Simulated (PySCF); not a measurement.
```xyz
7
charge 0 multiplicity 1, angstrom
I    -0.0029   -0.0199   -0.2412
O     0.0940    0.1270    1.7472
O     2.0144    0.0991   -0.1611
O    -2.0345   -0.0681    0.1692
H    -0.8232   -0.1161    1.9713
H     2.3524   -0.6720    0.3159
H    -2.3569    0.8437    0.1961
```

Level of theory: PBE0 in PySCF with I def2-SVP with ECP28, O def2-SVP, H def2-SVP; scalar-relativistic core potentials, no spin–orbit coupling; density-fitted integrals.

This geometry of I(OH)3 is a stationary point at this level.

(1) What is the point group?

(2) Is it a minimum?

(3) What are the dipole moment and the gap between the highest occupied and lowest empty levels?

(4) Give the atomic charges and bond orders.

## Answers

(1) C1.

(2) Yes: all harmonic wavenumbers are real.

(3) 1.26 D and 5.27 eV.

(4) 
```csv
atom,Mulliken,Löwdin,polar tensor,Mayer order to I1
I1,0.97,0.97,1.41,–
O2,-0.45,-0.33,-0.58,0.86
O3,-0.53,-0.38,-0.77,0.84
O4,-0.56,-0.41,-0.79,0.75
H5,0.19,0.05,0.27,0.01
H6,0.19,0.06,0.24,0.01
H7,0.19,0.05,0.22,0.01
```
Other Mayer orders above 0.3: O–H 0.94, O–H 0.97 (×2).

This need not be the most stable arrangement of these atoms.
